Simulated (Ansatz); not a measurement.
C₂H₆O₂SSi, SMILES `O/C([SiH3])=C(\O)S` at its PBE0-D4/def2-TZVP geometry, where that method's forces vanish. The species carries charge 0 and has multiplicity 1.

```xyz
12

O    -1.8451   -0.1322    0.1710
C    -0.4728   -0.0996    0.0116
Si    0.6574   -1.1184    1.0899
C    -0.0275    0.7188   -0.9536
O    -0.8350    1.5071   -1.6956
S     1.6605    0.6966   -1.3935
H    -2.0684   -0.6792    0.9276
H    -0.2764   -1.7719    2.0599
H     1.6212   -0.2870    1.8503
H     1.3796   -2.1908    0.3614
H    -1.7357    1.3834   -1.3643
H     1.9424    1.9731   -1.0647
```

Task: What forces (eV/Å) does ωB97M-V/def2-TZVPP give on these atoms in the Gaussian-basis code of Ansatz? (An estimate is asked.)

Result: Computed: 
```
O1  -0.303 -0.037  0.101
C2   0.362  0.131 -0.203
Si3  0.112 -0.136  0.150
C4  -0.062 -0.296  0.370
O5  -0.256  0.139 -0.114
S6   0.261  0.130 -0.060
H7  -0.013  0.040 -0.051
H8   0.095  0.078 -0.109
H9  -0.117 -0.093 -0.097
H10 -0.089  0.139  0.076
H11  0.055  0.025 -0.043
H12 -0.046 -0.120 -0.020
```
